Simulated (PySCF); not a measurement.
Multinuclear NMR of C3H10Si2

Cartesian coordinates in Å; atom numbers follow the order of the lines, from 1:
```xyz
15

C    -2.017    0.732    0.736
Si   -0.913    0.812   -0.809
C    -0.072   -0.854   -1.081
C     1.061   -1.284   -0.528
Si    2.155   -0.351    0.687
H    -2.572    1.657    0.864
H    -2.739   -0.077    0.672
H    -1.427    0.574    1.634
H    -1.747    1.086   -1.990
H     0.082    1.881   -0.657
H    -0.585   -1.522   -1.770
H     1.411   -2.278   -0.797
H     3.087   -1.314    1.285
H     1.356    0.263    1.750
H     2.917    0.685   -0.017
```

- PBE0/pcSseg-1 with gauge-including orbitals
- structure optimised with GFN2-xTB
- program: PySCF
- one averaged value for each set of equivalent atoms, one computed conformer, relativity neglected, in vacuum

Problem. What are the 29Si shifts?

Solution. 
```
atoms                 environment  σ (ppm)  δ (ppm)
  Si2  silicon bonded to 2 C, 2 H    404.8    -52.8
  Si5    silicon bonded to C, 3 H    436.4    -78.7
```

Shieldings were converted by a linear fit to measured shifts: 29Si (scatter 8.9 ppm rms, 25.8 ppm with the 6 outliers that the fit left out vs TMS, solution or neat liquid). A few per cent of atoms miss by over 2 rms, more outside the fitted compound classes.

On a 500 MHz spectrometer 29Si resonates near 99.3 MHz, so 1 ppm is 99.3 Hz.
